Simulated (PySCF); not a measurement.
SiCl2I2, SMILES I[Si](Cl)(I)Cl.

Geometry optimised at PBE0-D3(BJ)/def2-SVP. The def2 effective core potentials stand for the cores of I; spin–orbit coupling is left out.

Two levels are set side by side: PBE/def2-TZVP (PySCF) and CAM-B3LYP/def2-TZVP (PySCF). Same geometry, gas phase. Differences are taken from unrounded values.

```csv
quantity,CAM-B3LYP
orbital gap (eV),8.07
highest occupied level (eV),-9.14
lowest empty level (eV),-1.06
dipole moment (D),0.57
mean polarisability (bohr³),108.2
```

**Question.** What does PBE give, and how far is it from CAM-B3LYP? (Estimate from the structure and the level; the computed values follow.)

**Answer.** 
```tsv
quantity	PBE	PBE minus CAM-B3LYP
orbital gap (eV)	3.91	-4.16
highest occupied level (eV)	-6.78	2.36
lowest empty level (eV)	-2.86	-1.80
dipole moment (D)	0.55	-0.02
mean polarisability (bohr³)	113.7	5.5
```

PBE's occupied levels lie high since its potential decays too fast outside the molecule; exact exchange lowers them and widens the gap. PBE's more diffuse valence density responds more strongly to a field. Differences between two approximate levels are no errors against the true value.

Rough cost on one machine, each run with all the roots and properties that it gave: CAM-B3LYP against PBE within a factor of 2.
